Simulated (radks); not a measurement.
Numerical settings for the lead ion Pb40+, [Kr] 4d6. Method: Dirac Kohn-Sham, PBEsol, spin-unpolarised, spherical densities, point nucleus; open shells are shared between the two j in proportion to 2j + 1; computed with a radial shooting solver on a logarithmic mesh with Libxc functionals. The defaults (mesh step 0.008 in ln r, mesh end at 40 bohr or more with all orbitals vanishing there, Anderson mixing 0.5 over 9 steps, residual threshold near 1e-9 with the energy settled to 1e-9 hartree or 1e-11 of itself, here a cap of 74 iterations) give E = -19936.526 hartree and 4d5/2 at -1915.8 eV in 14 iterations. Run on one thread of a shared host, so times are rough (Arm Neoverse N1): 0.15 s of CPU time, 0.15 s wall, 14 iterations on 2476 mesh points. Changes against that run (0 stands for a change within the tolerance of the run):

setting	iterations	converged	E (mhartree)	e(4d5/2) (meV)	CPU (s)
mesh step in ln r 0.02	14	yes	+0.000906	0	0.07
mesh step in ln r 0.12	2	no	diverged	-	0.03
mesh step in ln r 0.012	14	yes	0	0	0.11
mesh end (bohr) 400	14	yes	0	0	0.16
mesh end (bohr) 2	14	yes	0	0	0.14
residual threshold 0.1	7	yes	0	-15.8	0.1
residual threshold 0.01	7	yes	0	-15.8	0.1
mixing 1	10	yes	0	0	0.12
linear mixing, mixing 1	18	yes	0	0	0.18
linear mixing, mixing 0.8	15	yes	0	0	0.15
mixing history 3	16	yes	0	0	0.16
iteration cap 2	2	no	+6.5e+04	-6.37e+05	0.03

No run marked as converged misses the energy by more than 1 mhartree. A mesh that ends early acts as a hard wall.
